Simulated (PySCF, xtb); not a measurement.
H5NSiTe, SMILES N[Te][SiH3].

xtb 6.7.1 with GFN2-xTB at its own geometry gives an orbital gap of 3.45 eV and a dipole moment of 2.29 D.

Coordinates come from a PBE0-D3(BJ)/def2-SVP optimisation. The def2 effective core potentials stand for the cores of Te; spin–orbit coupling is left out. Other conformers were not sampled.

Q: What does PBE0/def2-TZVPD (PySCF) give? (Estimate from the structure and the level; the computed values follow.)

A: gap 4.91 eV (levels -6.40 and -1.49 eV), dipole 1.37 D.
